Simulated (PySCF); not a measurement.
## Working out the excitation energy of Ba⁺

Ba⁺ [Xe] 6s1 (2S) → Ba⁺ [Xe] 6p1 (2P). All numbers are calculated (PySCF 2.14, a scalar-relativistic core potential, in def2-TZVPPD with the def2 core potential (46 electrons)). Frozen: nothing. Energies in hartree (1 hartree = 27.21139 eV):

```
             part  Ba⁺ (lower)  Ba⁺ (upper)
              UHF   -24.938251   -24.847128
MP2 opposite-spin    -0.097500    -0.095057
    MP2 same-spin    -0.036030    -0.033606
```

Question: What does Hartree-Fock give?

Answer: (-24.847128) − (-24.938251) = 0.091123 hartree = 2.480 eV.

Question: What do MP2 and SCS-MP2 (6/5 opposite-spin, 1/3 same-spin) give?

Answer: The opposite-spin parts differ by 0.066 eV and the same-spin parts by 0.066 eV. MP2: 2.480 + (0.066) + (0.066) = 2.612 eV. SCS-MP2: 2.480 + 1.2 × (0.066) + (0.066)/3 = 2.581 eV.

Measured between the centres of the two terms (NIST): 2.652 eV, so MP2 (valence and next inner shell) is off by -0.040 eV.

What remains against the reference includes basis incompleteness and correlation beyond second order.
